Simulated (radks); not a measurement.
Problem. Species: Cs II. Configuration: [Kr] 4d10 5s2 5p5 5d1 (not the ground configuration). All-electron calculation, scalar-relativistic Kohn-Sham, PBEsol, spin-polarised, spherical densities, point nucleus; open shells are filled with parallel spins first (spin-orbit coupling, left out, can overturn this in heavy ions). Program: a radial shooting solver on a logarithmic mesh with Libxc functionals. Some entries of the table are withheld. Estimate them.

| orbital | occ. | eigenvalue (hartree) | <1/r> (bohr^-1) | r(max) (bohr) |
|---|---|---|---|---|
| 1s up | 1 | -1315.328 | 59.38 | 0.01679 |
| 1s down | 1 | -1315.326 | 59.38 | 0.01679 |
| 2s up | 1 | -206.6026 | 13.64 | 0.09492 |
| 2s down | 1 | -206.6010 | 13.64 | 0.09492 |
| 2p up | 3 | -185.3918 | 13.00 | 0.07620 |
| 2p down | 3 | -185.3898 | 13.00 | 0.07620 |
| 3s up | 1 | -43.19612 | 4.914 | 0.2726 |
| 3s down | 1 | -43.19427 | 4.914 | 0.2726 |
| 3p up | 3 | -36.37137 | 4.666 | 0.2667 |
| 3p down | 3 | -36.36928 | 4.666 | 0.2667 |
| 3d up | 5 | -26.34796 | 4.422 | 0.2204 |
| 3d down | 5 | -26.34575 | 4.422 | 0.2204 |
| 4s up | 1 | -8.40265 | 2.018 | 0.6425 |
| 4s down | 1 | -8.39820 | 2.018 | 0.6425 |
| 4p up | 3 | -6.21960 | 1.856 | 0.6729 |
| 4p down | 3 | -6.21511 | 1.856 | 0.6730 |
| 4d up | 5 | -3.04265 | 1.585 | 0.7207 |
| 4d down | 5 | -3.03669 | 1.586 | 0.7207 |
| 5s up | 1 | -1.28420 | 0.7631 | 1.537 |
| 5s down | 1 | -1.24879 | 0.7684 | 1.529 |
| 5p up | 3 | -0.78555 | 0.6392 | (1) |
| 5p down | 2 | -0.74467 | 0.6432 | (2) |
| 5d up | 1 | -0.22279 | 0.3853 | (3) |
| 5d down | 0 | -0.18252 | 0.3771 | (4) |

Solution. 
(1) 5p up r(max) (bohr): 1.761
(2) 5p down r(max) (bohr): 1.751
(3) 5d up r(max) (bohr): 2.618
(4) 5d down r(max) (bohr): 2.640
